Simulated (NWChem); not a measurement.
Molecule: CH4MgS; SMILES [S](C)[MgH]

```xyz
7

Mg    -0.2628    -1.6456     0.0325
H     -0.8691    -3.1988     0.3878
S      0.6183     0.4500    -0.4709
C     -0.7569     1.6077    -0.0367
H     -0.3950     2.6305    -0.2564
H     -1.0204     1.5641     1.0381
H     -1.6646     1.4304    -0.6459
```
Atoms are numbered in this order, from 1.

All runs: NWChem. All runs use the structure optimised with PBE-D3(BJ)/def2-SVP. Vzz is the largest principal value of the second derivative of the potential at the nucleus (NWChem prints the opposite sign); η is the asymmetry. Non-relativistic.

```json
[
 {"level": "PBE/def2-SVP", "Vzz Mg1 (a.u.)": "-0.858", "η Mg1": "0.14", "Vzz S3 (a.u.)": "1.980", "η S3": "0.56"},
 {"level": "PBE/def2-TZVP", "Vzz Mg1 (a.u.)": "-0.973", "η Mg1": "0.14", "Vzz S3 (a.u.)": "2.243", "η S3": "0.51"},
 {"level": "Hartree-Fock/def2-SVP", "Vzz Mg1 (a.u.)": "-0.927", "η Mg1": "0.09", "Vzz S3 (a.u.)": "2.039", "η S3": "0.45"},
 {"level": "Hartree-Fock/def2-TZVP", "Vzz Mg1 (a.u.)": "-1.055", "η Mg1": "0.10", "Vzz S3 (a.u.)": "2.383", "η S3": "0.40"}
]
```
